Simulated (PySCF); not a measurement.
## Relaxation of singlet BiI₃

All numbers come from B3LYP/[Bi def2-SVP with ECP60, I def2-SVP with ECP28], scalar-relativistic core potentials, density fitting, no spin–orbit coupling, PySCF. A (50,194) grid was used.

A hand-made trigonal pyramidal start, of C3v symmetry, held to at least that symmetry:

Coordinates in bohr (charge 0 multiplicity 1):
```
Bi    0.0000    0.0000   -1.6267
I     4.7386    0.0000    0.8929
I    -2.3694    4.1038    0.8929
I    -2.3693   -4.1038    0.8929
```

(1) What does it relax to?

(2) How much energy is released, and in how many steps?

Results:

(1) It ends at C3v with Bi–I 2.856 Å (×3); I–Bi–I 101.9° (×3) (after a last refinement on a finer grid). A frequency run shows a minimum. Other isomers or separated fragments may lie lower.

(2) 1.0 kJ/mol in 4 steps.

No spin–orbit coupling is included, which matters more the heavier the element.

The relaxation took of the order of 60 core-seconds on a shared host.
